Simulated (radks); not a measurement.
Charge is removed step by step from the 6s up level of Tm+, starting from [Xe] 4f13 6s(up 1, down 0). Calculated with a radial shooting solver on a logarithmic mesh with Libxc functionals: scalar-relativistic Kohn-Sham, BLYP, spin-polarised, spherical densities, point nucleus; open shells are filled with parallel spins first (spin-orbit coupling, left out, can overturn this in heavy ions).

| removed (e) | E - E(0) (eV) | eigenvalue (eV) | E minus straight line (eV) |
|---|---|---|---|
| 0 | 0.000 | -9.492 | 0.000 |
| 0.25 | 2.551 | -10.928 | -0.548 |
| 0.5 | 5.463 | -12.386 | -0.734 |
| 0.75 | 8.743 | -13.864 | -0.554 |
| 1 | 12.396 | -15.378 | 0.000 |

Removing the whole electron costs 12.396 eV by Delta-SCF, against 9.492 eV from minus the eigenvalue at the starting occupation. Slater's transition state (half an electron removed) gives 12.386 eV. Integrating minus the eigenvalue over the occupation (Janak's theorem) gives 12.401 eV. In this scalar-relativistic scheme the density is built from large components alone, so the theorem holds only approximately. The mean slope of the eigenvalue, de/dn, is 5.89 eV per electron. Ionisation energy of Tm+ in the NIST Atomic Spectra Database: 12.07 eV (semi-empirical).
